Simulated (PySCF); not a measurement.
Choosing a molecule for a target property.

Species are written as SMILES; each is one conformer at its optimised geometry, gas phase, non-relativistic unless stated. Electronic properties by PySCF.

Dipoles, sizes and rotational constants follow the conformer. The torsions of the flexible species, by atom-mapped SMILES:
- `[CH3:1][NH:2][C:3]([CH3:4])([CH3:5])[CH3:6]`: C1–N2–C3–C4 -59°
- `[CH3:1][O:2][C:3](=[O:4])[SiH2:5][O:6][SiH3:7]`: C1–O2–C3–O4 0°, O2–C3–Si5–O6 179°, C3–Si5–O6–Si7 1°
- `[CH2:1]=[CH:2][CH2:3][O:4][S:5]([CH3:6])(=[O:7])=[O:8]`: C1–C2–C3–O4 -116°, C2–C3–O4–S5 69°, C3–O4–S5–C6 152°

Question: Wanted: dipole moment above 1 D (CAM-B3LYP/def2-SVPD) and lowest triplet excitation (Tamm–Dancoff) above 4.8 eV (TDA CAM-B3LYP/def2-SVPD), at PBE0-D3(BJ)/def2-SVP geometries. Which candidate meets both?
A. `C1=CC2C=CC1C=C2`
B. `CC#CC#CC1CC1`
C. `CNC(C)(C)C`
D. `COC(=O)[SiH2]O[SiH3]`
E. `[SiH2]1P[SiH2]P[SiH2]P1`

Answer: E. Computed values:
```csv
species,dipole moment,lowest triplet excitation (Tamm–Dancoff)
C1=CC2C=CC1C=C2,0.00 D,3.57 eV
CC#CC#CC1CC1,0.30 D,3.75 eV
CNC(C)(C)C,0.88 D,5.76 eV
[SiH2]1P[SiH2]P[SiH2]P1,1.20 D,5.08 eV
COC(=O)[SiH2]O[SiH3],2.19 D,4.50 eV
```

Question: Wanted: lowest singlet excitation below 4.8 eV (TDDFT CAM-B3LYP/def2-SVPD) and vertical ionisation energy above 8.4 eV (ΔSCF CAM-B3LYP/def2-SVPD), at PBE0-D3(BJ)/def2-SVP geometries. Which candidate meets both?
A. `C[CH2][Ti]([Cl])([Cl])[Cl]`
B. `CNC(C)(C)C`
C. `C1C2C=CC(C=1)C=C2`
D. `C(#CC#CC)C1CC1`

Answer: A. Computed values:
| species | lowest singlet excitation | vertical ionisation energy |
| --- | --- | --- |
| C[CH2][Ti]([Cl])([Cl])[Cl] | 3.06 eV | 10.22 eV |
| C(#CC#CC)C1CC1 | 4.48 eV | 8.36 eV |
| C1C2C=CC(C=1)C=C2 | 5.09 eV | 8.15 eV |
| CNC(C)(C)C | 5.95 eV | 8.48 eV |

Question: Wanted: static isotropic polarisability below 83 au (CAM-B3LYP/def2-SVPD) and electronic spatial extent ⟨r²⟩ about the centre of nuclear charge below 630 bohr² (CAM-B3LYP/def2-SVPD), at PBE0-D3(BJ)/def2-SVP geometries. Which candidate meets both?
A. `C1=CC2C=CC1C=C2`
B. `C12C3C4C1C1C2C3C41`
C. `C=CC#CC=C1CC1`
D. `COC(=O)[SiH2]O[SiH3]`
E. `[SiH2]1P[SiH2]P[SiH2]P1`

Answer: B. Computed values:
```csv
species,static isotropic polarisability,electronic spatial extent ⟨r²⟩ about the centre of nuclear charge
C12C3C4C1C1C2C3C41,74.0 au,589 bohr²
C1=CC2C=CC1C=C2,79.8 au,675 bohr²
COC(=O)[SiH2]O[SiH3],86.6 au,1447 bohr²
C=CC#CC=C1CC1,109.6 au,1556 bohr²
[SiH2]1P[SiH2]P[SiH2]P1,161.1 au,1867 bohr²
```

Question: Wanted: smallest rotational constant between 0.67 GHz and 1 GHz (PBE0-D3(BJ)/def2-SVP) and HOMO–LUMO gap above 8.9 eV (CAM-B3LYP/def2-SVPD), at PBE0-D3(BJ)/def2-SVP geometries. Which candidate meets both?
A. `[SiH3]O[SiH2]C(=O)OC`
B. `C(=C)C#CC=C1CC1`
C. `CNC(C)(C)C`
D. `C1=CC2C=CC1C=C2`
E. `C12C3C4C1C1C2C3C41`
F. `C=CCOS(C)(=O)=O`
G. `P1[SiH2]P[SiH2]P[SiH2]1`

Answer: A. Computed values:
| species | smallest rotational constant | HOMO–LUMO gap |
| --- | --- | --- |
| P1[SiH2]P[SiH2]P[SiH2]1 | 0.621 GHz | 8.78 eV |
| C(=C)C#CC=C1CC1 | 0.715 GHz | 7.07 eV |
| [SiH3]O[SiH2]C(=O)OC | 0.786 GHz | 9.75 eV |
| C=CCOS(C)(=O)=O | 1.178 GHz | 9.95 eV |
| CNC(C)(C)C | 2.631 GHz | 8.96 eV |
| C1=CC2C=CC1C=C2 | 2.819 GHz | 8.31 eV |
| C12C3C4C1C1C2C3C41 | 3.393 GHz | 10.33 eV |
